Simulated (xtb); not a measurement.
Te(SMe)2 (C2H6S2Te), SMILES CS[Te]SC. All values are semi-empirical tight-binding results from xtb (GFN2-xTB unless named), good for trends rather than for accurate numbers. Geometry optimised at GFN2-xTB. One conformer was computed; it need not be the lowest.

Computed properties:
| Property | Result |
|---|---|
| point group as xtb finds it | Cs |
| orbital gap | 3.52 eV |
| zero-point energy | 47.7 kcal/mol |
| G − E(el) at 298.15 K (modified RRHO) | 24.9 kcal/mol |
| static polarisability (D4 model) | 105.8 bohr³ |
| solvation energy, GFN2-xTB/ALPB(water) | -1.1 kcal/mol |
| solvation energy, GFN2-xTB/ALPB(acetonitrile) | -7.4 kcal/mol |
